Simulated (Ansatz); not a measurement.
`[F][AlH][SbH2]`. The species carries charge 0 and has multiplicity 1. Sb: def2 effective core potential. All single points use the PBE0-D4/def2-TZVP geometry.

```xyz
6

F     0.591   -1.929   -1.196
Al   -0.416   -0.713   -0.706
Sb    0.748    1.472    0.200
H    -1.966   -0.965   -0.893
H    -0.555    1.653    1.293
H     1.598    0.482    1.303
```

(1) What is the dipole moment at PBE/def2-TZVPP? (Estimate.)

(2) And with r2SCAN, B3LYP, ωB97M-V? (Estimate.)

(3) Give the Mulliken charges with PBE, ωB97M-V, r2SCAN in def2-TZVPP. (Estimate.)

Answers

(1) Computed: 1.35 D, with components (-0.53, 1.22, 0.25) D in this frame, pointing from negative to positive charge.

(2) Ansatz gave: r2SCAN 1.30 D, B3LYP 1.41 D, ωB97M-V 1.30 D.

(3) Ansatz gave: 
```json
{"atom": "F1", "PBE": "-0.31", "ωB97M-V": "-0.34", "r2SCAN": "-0.36"}
{"atom": "Al2", "PBE": "0.50", "ωB97M-V": "0.57", "r2SCAN": "0.62"}
{"atom": "Sb3", "PBE": "0.04", "ωB97M-V": "-0.02", "r2SCAN": "0.04"}
{"atom": "H4", "PBE": "-0.11", "ωB97M-V": "-0.10", "r2SCAN": "-0.15"}
{"atom": "H5", "PBE": "-0.07", "ωB97M-V": "-0.05", "r2SCAN": "-0.08"}
{"atom": "H6", "PBE": "-0.06", "ωB97M-V": "-0.05", "r2SCAN": "-0.07"}
```

B3LYP here is the variant with VWN-RPA as its local correlation; programs differ in this.
